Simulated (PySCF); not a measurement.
Molfile (atoms numbered from 1):
```
C2H5Cl3Si
     RDKit          3D

 11 10  0  0  0  0  0  0  0  0999 V2000
    1.8566   -0.8604   -0.0970 Si  0  0  0  0  0  4  0  0  0  0  0  0
    0.0748   -0.1813   -0.1101 C   0  0  0  0  0  0  0  0  0  0  0  0
   -1.0296   -1.1782    0.1549 C   0  0  0  0  0  0  0  0  0  0  0  0
   -0.8941   -2.5610   -0.9687 Cl  0  0  0  0  0  0  0  0  0  0  0  0
   -2.6274   -0.4123   -0.0779 Cl  0  0  0  0  0  0  0  0  0  0  0  0
   -0.9390   -1.7848    1.8283 Cl  0  0  0  0  0  0  0  0  0  0  0  0
    2.7538    0.3171    0.1050 H   0  0  0  0  0  0  0  0  0  0  0  0
    2.1784   -1.4922   -1.4080 H   0  0  0  0  0  0  0  0  0  0  0  0
    2.0618   -1.8386    1.0067 H   0  0  0  0  0  0  0  0  0  0  0  0
   -0.1059    0.2626   -1.1026 H   0  0  0  0  0  0  0  0  0  0  0  0
   -0.0188    0.6299    0.6290 H   0  0  0  0  0  0  0  0  0  0  0  0
  1  2  1  0
  2  3  1  0
  3  4  1  0
  3  5  1  0
  3  6  1  0
  1  7  1  0
  1  8  1  0
  1  9  1  0
  2 10  1  0
  2 11  1  0
M  END
```

Geometry: PBE0-D3(BJ)/def2-SVP; GIAO absolute shieldings from PySCF 2.14.0 with density-fitted response routines, gas phase, non-relativistic, averaged over equivalent atoms.

At WP04/pcSseg-1 (155 basis functions, 16 s wall time on 1 thread of an Arm Neoverse V1, shared host):
```csv
atoms,σ (ppm)
Si1,399.8
C3,36.2
C2,128.0
Cl4/Cl5/Cl6,399.5
H7/H8/H9,28.09
H10/H11,29.29
```

Estimate the result of repeating the calculation with B97-D/pcSseg-1.

Answers


```csv
atoms,σ at B97-D/pcSseg-1,change
Si1,414.8,+15.0
C3,49.2,+13.0
C2,133.3,+5.3
Cl4/Cl5/Cl6,404.8,+5.3
H7/H8/H9,27.44,-0.65
H10/H11,28.90,-0.39
```

The largest change is at Si1 (silicon bonded to C, 3 H). Cost: 155 basis functions, 22 s wall time on 1 thread of an Arm Neoverse V1, shared host.

Carbons that carry Cl, above all several Cl atoms, come out too deshielded, partly because spin–orbit coupling is missing.
